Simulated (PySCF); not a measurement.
The numbers below are computed, except where a source is named.
**SiBH4O3**

The system: SiBH4O3, a small molecule (built as: end group OSiH2); neutral, doublet. The structure, one conformer, was relaxed in the gas phase by PBE0-D3(BJ)/def2-SVP. No frequency run checks that it is a minimum.

SMILES: OB(O)O[SiH2]

```xyz
9

O     0.959    1.330   -0.189
B     0.598    0.240    0.542
O     1.059    0.081    1.813
O    -0.233   -0.696   -0.015
Si   -0.952   -0.691   -1.531
H     1.541    1.917    0.303
H     0.726   -0.730    2.208
H    -1.824    0.517   -1.698
H    -1.779   -1.936   -1.600
```
(Å; atoms numbered from 1)

EPR values by unrestricted B3LYP, IGLO-III on B O Si, pcH-1 on H.

Task: Predict g and the largest hyperfine couplings. Where does the spin sit?

Result: g = 2.0013, 2.0022, 2.0039. The spin sits on Si5 (87 %, bonded to 1 O + 2 H) by Mulliken populations.
```
atom  isotope  isotropic (MHz)  dipolar, principal values (MHz)
 Si5     29Si           -638.9               -154.1, 76.9, 77.2
  H8       1H            101.7                   -8.1, 0.2, 7.9
  H9       1H             98.5                   -8.2, 0.2, 8.0
  O4      17O            -12.3                -26.5, 13.0, 13.5
  B2      11B             -2.0                  -1.3, -0.4, 1.8
  O3      17O             -1.1                   -1.4, 0.5, 0.8
```

Task: How do the isotropic couplings move with BHandHLYP?

Result: Si5 -638.9 to -676.4 MHz, H8 101.7 to 105.6 MHz, H9 98.5 to 101.7 MHz, O4 -12.3 to -17.6 MHz.
